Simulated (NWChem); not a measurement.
System: C4H5FO; SMILES C=C=C(F)OC

Here is an NWChem input.

```
start job
memory heap 200 mb stack 700 mb global 900 mb
geometry units angstroms noautoz
  C      0.666990    -2.235410     0.000000
  C      0.071219    -1.069184     0.000000
  C     -0.540751     0.096215     0.000000
  F     -1.859179     0.201804     0.000000
  O      0.000266     1.314387     0.000000
  C      1.405098     1.378975     0.000000
  H      0.928620    -2.754097     0.932406
  H      0.928620    -2.754097    -0.932406
  H      1.671463     2.442748     0.000000
  H      1.825672     0.891046     0.895582
  H      1.825672     0.891046    -0.895582
end
basis spherical
  * library def2-svp
end
dft
  xc n12
  iterations 150
  mulliken
end
task dft energy
```

Coordinates come from a PBE0/def2-SVP optimisation.

Question: What results follow from this input? (N12/def2-SVP.) Quantities: energy (Ha); highest occupied level (eV); orbital gap (eV); dipole (D).

Answer: 
- energy (Ha) = -330.10
- highest occupied level (eV) = -5.13
- orbital gap (eV) = 3.90
- dipole (D) = 2.55
